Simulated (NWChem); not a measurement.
System: ZnH2; SMILES [ZnH2]

Program: NWChem. Coordinates come from a B3LYP/6-31G* (spherical d) optimisation. B3LYP is NWChem's, with the RPA form of VWN correlation. Ions are spin-unrestricted doublets at the neutral geometry; other ion states weren't tried.

For level B3LYP/def2-SVP:

- −ε(HOMO) (eV): 7.58

Problem. Estimate the same quantities for level PBE/def2-SVP.

Solution. 
* **−ε(HOMO) (eV)**: 6.57
